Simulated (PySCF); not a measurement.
**Electron correlation in B⁺ (boron, charge +1)**

[He] 2s2, closed-shell 1S. Calculation: PySCF 2.14, in cc-pVTZ; the non-relativistic Hamiltonian (point nucleus). Frozen: 1s2; 2 electrons correlated.

Total MP2 correlation energy: -35.89 mhartree.

Same-spin part 0.00 and opposite-spin part -35.89 mhartree; SCS-MP2 scales them by 1/3 and 6/5 to -43.07 mhartree.

With two correlated electrons CCSD is exact within the correlated space (frozen core and kept virtual orbitals).

```tsv
level	correlation energy (mhartree)
CCSD	-59.77
```

Diagnostics: T1 = 0.012, D1 = 0.0170, largest double amplitude 0.150.

Is a single reference adequate?

Not fully. A double-excitation amplitude exceeds 0.15, a sign of near-degeneracy.
